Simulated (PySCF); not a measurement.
## Correlation energy of Co (cobalt, neutral)

[Ar] 3d7 4s2, high-spin 4F determinant. All numbers are calculated (PySCF 2.14, no relativity, point nucleus, in cc-pVTZ). Frozen: [Ar]; 9 electrons correlated.

MP2 pair energies summed by pair of shells (mhartree):

| pair | energy | share (%) |
| --- | --- | --- |
| 3d-3d | -189.37 | 76.9 |
| 3d-4s | -34.84 | 14.2 |
| 4s-4s | -21.93 | 8.9 |

Total MP2 correlation energy: -246.14 mhartree.

Same-spin part -96.43 and opposite-spin part -149.71 mhartree; SCS-MP2 scales them by 1/3 and 6/5 to -211.79 mhartree.
